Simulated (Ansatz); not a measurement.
Basis sets compared for AuF₂⁻. The state is a singlet with charge -1. Geometry PBE-D4/def2-TZVPD. Ansatz on 4 threads of Arm Neoverse V2 on a shared host; times are rough, and most runs start from earlier orbitals.

```
atom   x (Å)   y (Å)   z (Å)
 Au1   0.000   0.000   0.000
  F2   0.843  -1.691  -0.642
  F3  -0.843   1.691   0.642
```

In the def2 sets Au takes a core potential; there is no spin–orbit coupling. The structure comes from a short search, and lower isomers may exist.

```tsv
level	functions	energy (Eh)	HOMO (eV)	LUMO (eV)	wall time
PBE-D4/def2-SVPD	81	-335.2465	-0.66	3.29	0.45 s
PBE0-D4/def2-SVPD	81	-335.1848	-2.29	4.22	0.5 s
```

(1) Estimate the rows for PBE-D4/def2-TZVPD (with forces), PBE0-D4/def2-TZVPD.

Results:

(1) 
```
                          level  functions  energy (Eh)  HOMO (eV)  LUMO (eV)  wall time
PBE-D4/def2-TZVPD (with forces)        123    -335.4830      -0.65       3.19     0.75 s
             PBE0-D4/def2-TZVPD        123    -335.4212      -2.26       4.05        1 s
```
